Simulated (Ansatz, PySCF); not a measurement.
Pair of molecules: HCl (SMILES Cl) (first 2 atoms) with HBr (SMILES Br); geometry from B3LYP-D3(BJ)/def2-TZVP, rigid monomers moved along the line of their centres of mass till Cl1···H4 is 2.91 Å.
(charge 0, multiplicity 1):
```xyz
4

Cl     0.53482    -0.46597    -0.22562
H      0.80027     0.78568    -0.12357
Br     0.14186    -0.29783     4.06692
H      0.21984    -0.58054     2.66683
```

Interaction energies are E(AB) − E(A) − E(B) at the monomers' geometry in the complex; basis-set methods are counterpoise corrected.

Frozen-core correlation. Filled d and f shells under p-block atoms count as core. CBS(a, b) extrapolates the correlation energy as X⁻³ and adds the Hartree–Fock energy of set b.

Codes used: Ansatz (Gaussian basis) for Hartree–Fock, density functionals and correlated methods; PySCF for the dispersion terms. Values without a source in brackets are computed.

PBE/def2-TZVPPD gives -1.37 kcal/mol for the interaction energy.

Problem. Where do these levels fall relative to PBE: PBE-D3(BJ)/def2-TZVPPD, r2SCAN/def2-TZVPPD, B3LYP/def2-TZVPPD, wB97M-V/def2-TZVPPD, MP2/CBS(def2-TZVPPD, def2-QZVPPD), CCSD(T)/CBS(def2-TZVPPD, def2-QZVPPD).

Solution. PBE-D3(BJ)/def2-TZVPPD -0.49; r2SCAN/def2-TZVPPD 0.02; B3LYP/def2-TZVPPD 0.53; wB97M-V/def2-TZVPPD -0.05; MP2/CBS(def2-TZVPPD, def2-QZVPPD) -0.29; CCSD(T)/CBS(def2-TZVPPD, def2-QZVPPD) -0.13 kcal/mol. 2 of 6 lie above PBE; the widest gap is to B3LYP/def2-TZVPPD.

Ansatz is a quantum-chemistry and plane-wave program.
